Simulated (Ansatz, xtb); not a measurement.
# Relative energy of two isomers of C5H10NS+

Structure a is `C[N+]#CCCSC`, a singlet and structure b is `CC(=S)C1C[NH2+]C1`, a singlet. Both are isolated ions in the gas phase, relaxed with B3LYP/def2-SVP; the shapes shown needn't be the lowest conformers.

a (Å):

```csv
atom,x (Å),y (Å),z (Å)
C,-0.3350,2.7045,-1.0563
C,-0.0289,0.7783,0.6266
C,0.1594,-0.3294,1.5505
C,-0.2595,-1.6790,0.9137
C,-2.9620,-1.8461,1.7123
N,-0.1446,1.6460,-0.1196
S,-1.9409,-1.6639,0.2110
H,0.5601,2.7855,-1.6898
H,-1.2167,2.4707,-1.6711
H,-0.4941,3.6424,-0.5046
H,1.2189,-0.3222,1.8686
H,-0.4485,-0.1047,2.4444
H,0.4200,-1.9331,0.0867
H,-0.1525,-2.4641,1.6774
H,-4.0040,-1.8704,1.3632
H,-2.7395,-2.7957,2.2200
H,-2.8504,-1.0030,2.4105
```

b (Å):

```yaml
atoms:
  - { symbol: C, position_ang: [1.8520, 1.1103, -1.1926] }
  - { symbol: C, position_ang: [0.9255, 0.9698, -0.0297] }
  - { symbol: C, position_ang: [-0.5475, 0.7329, -0.3731] }
  - { symbol: C, position_ang: [-1.1847, -0.4416, 0.4221] }
  - { symbol: C, position_ang: [-1.5200, 1.6598, 0.4097] }
  - { symbol: N, position_ang: [-1.6899, 0.5613, 1.4443] }
  - { symbol: S, position_ang: [1.4172, 1.0576, 1.5324] }
  - { symbol: H, position_ang: [2.8882, 1.2762, -0.8749] }
  - { symbol: H, position_ang: [1.8008, 0.2054, -1.8265] }
  - { symbol: H, position_ang: [1.5245, 1.9484, -1.8357] }
  - { symbol: H, position_ang: [-0.7099, 0.7007, -1.4580] }
  - { symbol: H, position_ang: [-2.0368, -0.9083, -0.0886] }
  - { symbol: H, position_ang: [-0.5207, -1.1965, 0.8614] }
  - { symbol: H, position_ang: [-0.9435, 0.6846, 2.1615] }
  - { symbol: H, position_ang: [-2.6087, 0.4173, 1.8827] }
  - { symbol: H, position_ang: [-1.1249, 2.5888, 0.8392] }
  - { symbol: H, position_ang: [-2.4741, 1.8321, -0.1050] }
```

Quicker runs give these differences E(b) − E(a): GFN2-xTB −1.81 kcal/mol; HF/STO-3G −5.50 kcal/mol (at GFN2-xTB geometries); r2SCAN-D4/def2-SVP −4.55 kcal/mol (at GFN2-xTB geometries).

Q: Estimate E(b) − E(a) at the level CCSD(T)/def2-SVP + ΔMP2/def2-TZVPP.

A: Too close to call at this level: CCSD(T)/def2-SVP + ΔMP2/def2-TZVPP gives E(b) − E(a) = −1.79 kcal/mol.

The same difference at several levels:

```
                             level        geometry  E(b) − E(a) (kcal/mol)  departure from the last row (kcal/mol)  job, with rough time for the two
                          GFN2-xTB        GFN2-xTB                     −1.81                                   −0.02              optimisation, 0.34 s
                         HF/STO-3G        GFN2-xTB                     −5.50                                   −3.71              single point, 0.44 s
                r2SCAN-D4/def2-SVP        GFN2-xTB                     −4.55                                   −2.76               single point, 4.7 s
                    B3LYP/def2-SVP  B3LYP/def2-SVP                     +1.76                                   +3.55                optimisation, 67 s
                       HF/def2-SVP  B3LYP/def2-SVP                     +6.11                                   +7.90           part of the CCSD(T) run
                      MP2/def2-SVP  B3LYP/def2-SVP                     −2.56                                   −0.77           part of the CCSD(T) run
                  CCSD(T)/def2-SVP  B3LYP/def2-SVP                     −3.60                                   −1.81                      single point
CCSD(T)/def2-SVP + ΔMP2/def2-TZVPP  B3LYP/def2-SVP                     −1.79                                                     single point, 1.8 min
```

As drawn, b has 2 C–C, 1 C=S, 1 C–N, 2 N–H in place of 1 C≡N, 2 C–S, 2 C–H. Structure a has no ring, b a 4-membered ring.

B3LYP/def2-SVP, HF/def2-SVP put the two in the other order. The largest departure from CCSD(T)/def2-SVP + ΔMP2/def2-TZVPP is that of HF/def2-SVP, 7.90 kcal/mol. The last row adds to CCSD(T) the change of the MP2 difference between the two basis sets, here +1.81 kcal/mol.

With thermal terms from frequencies at re-optimised GFN2-xTB minima (ideal gas, soft modes damped towards free rotors, one conformer each, 298.15 K, 1 atm): on the last row, ΔE + ΔZPE = +1.80, ΔH = +0.07, ΔG = +4.20 kcal/mol.

The correlated steps freeze 11 core orbitals. Programs: Ansatz 0.2.0, xtb 6.7.1; the last row on 4 threads of Arm Neoverse V1 on a shared host.
